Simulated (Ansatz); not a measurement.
Reactions of C$_{2}$H$_{7}$BOSe (`COB(C)[SeH]`).

Isolated molecules relaxed with PBE0-D4/def2-TZVP in Ansatz; ΔE leaves out vibrations. CCSD(T)/CBS is the MP2 limit (def2-TZVPP, def2-QZVPP) plus CCSD(T) − MP2 in def2-TZVPP, frozen cores. This one scheme is used for every species. Functionals use def2-TZVPP. B3LYP here is the variant with VWN-RPA as its local correlation; programs differ in this. For Br, Ge, Se outer-core shells are correlated without core-valence functions, which leaves a few kJ/mol of doubt a bond. Scalar relativity is left out up to krypton. Each species was taken in one conformer, which may not be the lowest.

| reaction | CCSD(T)/CBS(def2) (kJ/mol) |
| --- | --- |
| `COB(C)[SeH]` + GeH₄ → `C[B]([GeH3])[SeH]` + CH₃OH | 129 |
| `COB(C)[SeH]` + CH₃OH → `COB(C)OC` + H₂Se | -61 |
| `COB(C)[SeH]` + H₂ → `CBOC` + H₂Se | ? |
| `COB(C)[SeH]` + `OC1CC1` → `OC1([SeH])CC1` + `CBOC` | 102 |
| `COB(C)[SeH]` + H₂O → `CB(O)[SeH]` + CH₃OH | ? |
| `COB(C)[SeH]` + `BCN=C` → `BC/N=C/[SeH]` + `CBOC` | 98 |
| `COB(C)[SeH]` + `C=NCF` → `C=NC[SeH]` + `COB(C)F` | ? |
| `COB(C)[SeH]` + `B[SiH2]F` → `BB(C)OC` + `F[SiH2][SeH]` | 8 |
| `COB(C)[SeH]` + `C[O][Al]([F])[F]` → `[F][Al]([F])[SeH]` + `COB(C)OC` | -52 |
| `COB(C)[SeH]` + HBr → `COB(C)Br` + H₂Se | -20 |

Problem. Fill in the missing values. (Estimate.)

Solution. The calculation gave: `COB(C)[SeH]` + H₂ → `CBOC` + H₂Se: +51.4 kJ/mol; `COB(C)[SeH]` + H₂O → `CB(O)[SeH]` + CH₃OH: +15.2 kJ/mol; `COB(C)[SeH]` + `C=NCF` → `C=NC[SeH]` + `COB(C)F`: -90.1 kJ/mol.

Largest T1 diagnostic: 0.013, for `BB(C)OC`.
